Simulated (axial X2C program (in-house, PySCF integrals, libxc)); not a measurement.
**Which molecule has these constants?**

Computed with an in-house all-electron X2C program for linear molecules (integrals from PySCF), spin-free (one-electron X2C) or two-component (2c: spin–orbit coupling with atomic mean-field Coulomb and Gaunt terms, which also bring small scalar terms), in Dyall basis sets with cores contracted in-house; open shells are unrestricted.

A two-component PBE0 calculation in a Dyall 3-zeta basis gave Re = 2.075 Å, ωe = 494.9 cm⁻¹, Ω = 4.

Problem. Which molecule is it?
A. TiB⁺
B. TiO⁺
C. TiN⁺
D. TiF⁺
E. LiTi⁺

Solution. A. The others have TiF⁺ 1.716 Å and 814.3 cm⁻¹ (Ω = 1); TiN⁺ 1.505 Å and 1229.9 cm⁻¹ (Ω = 0); TiO⁺ 1.556 Å and 1147.7 cm⁻¹ (Ω = 3/2); LiTi⁺ 3.042 Å and 259.7 cm⁻¹ (Ω = 1).

Each entry is the lowest single determinant of a limited PBE0 search at one distance. De goes to single-determinant-based atoms at the same level (for ions the charge split of lowest energy) and is withheld (n/a) where an atom does not fit its ground term or J level. Main or longest-lived isotopes. One determinant is a doubtful description, or other states lie close, for TiB⁺, TiF⁺, TiO⁺, LiTi⁺; these need not be ground states, and all values refer to the states named. Some open-shell Ω = 0 determinants are out of reach, so the Ω given for TiB⁺, TiF⁺ need not be the lowest component. With several unpaired electrons the Ω given is that of one determinant, not necessarily of the lowest component. The functionals have no current term, which raises determinants with orbital currents.
